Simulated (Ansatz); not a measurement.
Sn(Br)2 anion (Br₂Sn), SMILES [Sn]([Br])[Br] (connectivity only; charge and spin as stated), charge -1, multiplicity 2.

The structure is a stationary point at r2SCAN-D4/def2-SVPD. The spin state was assumed, not searched. The isomer is the one that the SMILES or the coordinates give; other isomers of the formula were not compared. The def2 effective core potentials stand for the cores of Sn; spin–orbit coupling is left out.

Two levels are set side by side: PBE/def2-SVPD (Ansatz, a program for electronic structure) and PBE0/def2-SVPD (Ansatz). Energy differences of separate SCF runs at the same geometry; the states with an electron removed or added have multiplicity 1. Differences are taken from unrounded values.

```
quantity                          PBE
-------------------------------  ----
vertical ionisation energy (eV)  1.84
```

These are the PBE values. What does PBE0 give? (Estimate from the structure and the level; the computed values follow.)


```csv
quantity,PBE0,PBE minus PBE0
vertical ionisation energy (eV),2.04,-0.20
```
